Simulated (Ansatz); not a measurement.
Si(GeH3)2H2 (SiGe2H8) was relaxed with PBE0-D4 (def2-SVP) in Ansatz in these states: charge +1 doublet, neutral singlet. The geometries follow in no particular order.

A:

Cartesian coordinates in Å:
```
Si -0.929 -0.330 -0.066
Ge -0.267 1.920 -0.489
H 0.593 2.450 0.674
H -1.493 2.839 -0.647
H 0.568 1.992 -1.782
Ge 0.939 -1.682 0.536
H 1.554 -1.172 1.853
H 2.020 -1.619 -0.560
H 0.522 -3.152 0.727
H -1.578 -0.892 -1.292
H -1.930 -0.353 1.047
```

B:

Cartesian coordinates in Å:
```
Si -0.9102 0.1728 0.8466
Ge -0.5296 0.8610 -1.5287
H 0.8051 1.5994 -1.5856
H -1.7767 1.7647 -1.5758
H -0.6171 -0.4209 -2.3530
Ge 1.2962 -1.0068 0.8149
H 2.3595 0.0799 0.6787
H 1.2423 -2.0323 -0.3143
H 1.1210 -1.5852 2.2324
H -2.0668 -0.7495 0.9901
H -0.9237 1.3171 1.7947
```

Judge from the bond lengths which geometry belongs to which state (an estimate).

A is the neutral singlet (Si1–Ge6 2.383 Å, Si1–Ge2 2.384 Å, Ge2–H3 1.541 Å); B is the charge +1 doublet (Si1–Ge6 2.502 Å, Si1–Ge2 2.502 Å, Ge2–H3 1.526 Å).
